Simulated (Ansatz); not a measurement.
Mulliken charges of ClH$_{2}$O$_{2}$SSi, SMILES `O[Si](O)([S])Cl` radical from r2SCAN/def2-TZVPP in Ansatz (PBE0-D4/def2-TZVP geometry).

```json
{"atom": "O1", "x (Å)": "-0.721", "y (Å)": "0.390", "z (Å)": "1.090", "charge (e)": "-0.396"}
{"atom": "Si2", "x (Å)": "0.021", "y (Å)": "-0.032", "z (Å)": "-0.297", "charge (e)": "0.764"}
{"atom": "O3", "x (Å)": "0.988", "y (Å)": "-1.278", "z (Å)": "0.073", "charge (e)": "-0.389"}
{"atom": "S4", "x (Å)": "-1.252", "y (Å)": "-0.496", "z (Å)": "-1.902", "charge (e)": "-0.183"}
{"atom": "Cl5", "x (Å)": "1.073", "y (Å)": "1.560", "z (Å)": "-1.054", "charge (e)": "-0.223"}
{"atom": "H6", "x (Å)": "-1.338", "y (Å)": "1.124", "z (Å)": "1.063", "charge (e)": "0.212"}
{"atom": "H7", "x (Å)": "1.291", "y (Å)": "-1.336", "z (Å)": "0.982", "charge (e)": "0.214"}
```

Problem. By hand: the dipole of these point charges (1 e Å = 4.8032 D).

Solution. Σ q r = (-0.100, 0.014, 0.332) e Å, of length 0.347 e Å = 1.67 D.

Problem. How does the dipole of the full density compare? (Estimate.)

Solution. Computed: (-0.107, 0.131, 0.397) e Å, 2.07 D; the point charges give 0.81 times that, at 15° from its direction.

Point charges leave out the atoms' own dipoles, such as those of lone pairs, and Mulliken's split depends on the basis, so the two needn't agree.
